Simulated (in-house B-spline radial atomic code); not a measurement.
Inner levels of carbon as electrons are removed. A shift is the extra binding of the orbital against the neutral atom ([He] 2s2 2p2). The density at the nucleus is averaged over the nuclear charge. Computed with a radial B-spline atomic code at the basis-set limit: Dirac-Hartree-Fock, average of the configuration, finite nuclei.

```csv
ion,configuration,shift of 1s1/2 (eV),radius of 1s1/2 (bohr),Σ<r²> (bohr²),change of density at nucleus (bohr⁻³)
C,[He] 2s2 2p2,0,0.26826,14.045,-
C+,[He] 2s2 2p1,?,?,?,?
C2+,[He] 2s2,35.707,0.26725,4.6173,2.3699
C3+,[He] 2s1,58.29,0.26718,2.1025,-0.57233
C4+,1s2,?,?,?,?
C5+,1s1,181.36,0.24984,0.08324,-59.609
```

Task: Fill in the row of C+.

Result: shift of 1s1/2 (eV): 15.232; radius of 1s1/2 (bohr): 0.26795; Σ<r²> (bohr²): 8.0537; change of density at nucleus (bohr⁻³): 0.97038.

Task: Fill in the row of C4+.

Result: shift of 1s1/2 (eV): 83.798; radius of 1s1/2 (bohr): 0.2666; Σ<r²> (bohr²): 0.19121; change of density at nucleus (bohr⁻³): -4.7371.
